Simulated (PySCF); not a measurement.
# What a mistake does to a calculation on AlC2H7Si

All numbers below are calculated, not measured. The program is PySCF 2.14.0, an open-source quantum chemistry code, run on an isolated molecule that a program drew, which may never have been made. The molecule is AlC2H7Si (charge 0, singlet), drawn as the SMILES string `C[SiH]=[CH][AlH2]`.

Each row is a Hartree-Fock (HF) and frozen-core CCSD(T) single point in the cc-pV(D+d)Z basis, meant for a local HF minimum. Run 1 is clean. Each other run has one planted mistake out of seven kinds, and not every kind appears here: one electron removed, one electron added, multiplicity raised by two, geometry at a saddle point, minimal basis STO-3G, one bond length entered in bohr, all coordinates scaled. The reference is restricted for singlets and unrestricted otherwise, and also for a bond in bohr. Adding or removing an electron swaps singlet and doublet. Electrons count all cores. HOMO and LUMO are orbital energies over both spins, the gradient is its largest component, and the lowest frequency (negative if imaginary) is given only where the gradient is small. Bond lengths are over the 10 bonds as drawn. T1 is the CCSD diagnostic: over 0.02 (restricted) or 0.045 (unrestricted) a single reference is doubtful.

Geometry of the clean run:
```xyz
11
AlC2H7Si, angstrom
C    -0.5235   -0.5010   -0.2278
Si    0.6216    0.6967    0.6318
C     0.2041    2.2040    1.3066
Al   -1.5380    2.9903    1.3231
H    -1.5450   -0.1221   -0.2676
H    -0.5229   -1.4613    0.2960
H    -0.1748   -0.6862   -1.2478
H     2.0047    0.1735    0.6690
H     1.0320    2.7464    1.7641
H    -1.8033    4.4062    1.9839
H    -2.7602    2.2193    0.6630
```

```
run  electrons  basis functions  <S^2>  HOMO (eV)  LUMO (eV)  gradient (hartree/bohr)  lowest frequency (cm^-1)  mean bond (Å)  longest bond (Å)      T1  HF (hartree)  CCSD(T) (hartree)               mistake
  1         46              109  0.000      -8.62       1.44                  1.7e-05                       130         1.4502             1.911  0.0126    -610.62764         -611.14634              no fault
  2         45              109  0.755     -15.46      -6.18                  7.4e-02                         -         1.4502             1.911  0.0116    -610.36506         -610.83433  one electron removed
  3         47              109  0.974       0.28       7.10                  2.5e-02                         -         1.4502             1.911  0.0317    -610.59671         -611.13256                     ?
  4         46              109  0.825      -8.38       0.85                  2.1e-02                         -         1.5476             2.067  0.0568    -610.50295         -611.01612                     ?
```

**Which mistake was planted in run 3, and what did it cost?**

It counts 47 electrons, one more than the clean run, at the same geometry and basis. So the mistake is: one electron added. Subtracting run 1 and multiplying by 627.51 kcal/mol a hartree, the energy moved by 19.4 kcal/mol in HF and 8.6 kcal/mol in CCSD(T).

**Which mistake was planted in run 4, and what did it cost?**

The mean bond changes by a factor of 1.067 and the longest by 1.082, so the molecule wasn't scaled as a whole. A length L in bohr read as angstrom grows by (1/0.5292 - 1) L = 0.890 L. The 10 bonds together grew by 10 x 0.0974 = 0.974 Å, which gives L = 1.095 Å. That is the length of one of the C-H bonds, 1.094 Å in the clean geometry. So the mistake is: one bond length entered in bohr. Subtracting run 1 and multiplying by 627.51 kcal/mol a hartree, the energy moved by 78.2 kcal/mol in HF and 81.7 kcal/mol in CCSD(T).

Cautions from the logs. Run 3: the HOMO is above zero, so the electron isn't bound and the energy depends on the basis; run 4: T1 is over the limit, so its CCSD(T) energy is less reliable.
